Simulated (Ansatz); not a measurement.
Complex (SMILES): Cl (HCl) with N#N (N2), atoms 1 to 2 the first; geometry from B3LYP-D3(BJ)/def2-TZVP, monomers rigid:
```xyz
4

Cl     1.0940     0.2553     0.1057
H     -0.1754     0.0770     0.1766
N     -3.5503    -0.4010     0.3596
N     -2.4723    -0.2486     0.3008
```

The counterpoise-corrected interaction energy at MP2 with Ansatz (a first-principles code), in kcal/mol, split into its Hartree-Fock and correlation parts. Cores are frozen. No added dispersion term, no relativity. Functions are those of the species that has most. These sets lack the diffuse functions that weak bonds need.

```json
[
 {"basis": "cc-pV(D+d)Z", "X": "2", "functions": "56", "Hartree-Fock": "-0.29", "MP2": "-1.34"},
 {"basis": "cc-pV(T+d)Z", "X": "3", "functions": "113", "Hartree-Fock": "-0.05", "MP2": "-1.40"},
 {"basis": "cc-pV(Q+d)Z", "X": "4", "functions": "204", "Hartree-Fock": "-0.03", "MP2": "-1.50"},
 {"basis": "cc-pV(5+d)Z", "X": "5", "functions": "337", "Hartree-Fock": "-0.01", "MP2": "-1.53"}
]
```

Worked estimate of the basis-set limit from each neighbouring pair, with Hartree-Fock from the larger set and the correlation part extrapolated as X^-3.
Correlation parts: X = 2: -1.05, X = 3: -1.35, X = 4: -1.47, X = 5: -1.52.
- (2,3): (27·(-1.35) - 8·(-1.05))/19 = -1.48; with Hartree-Fock -0.05 the estimate is -1.53 kcal/mol.
- (3,4): (64·(-1.47) - 27·(-1.35))/37 = -1.56; with Hartree-Fock -0.03 the estimate is -1.59 kcal/mol.
- (4,5): (125·(-1.52) - 64·(-1.47))/61 = -1.57; with Hartree-Fock -0.01 the estimate is -1.58 kcal/mol.
The last two estimates differ by 0.01 kcal/mol; the largest set lies 0.05 from the last. Over the last step Hartree-Fock moves by 0.02 and the correlation part by -0.05.
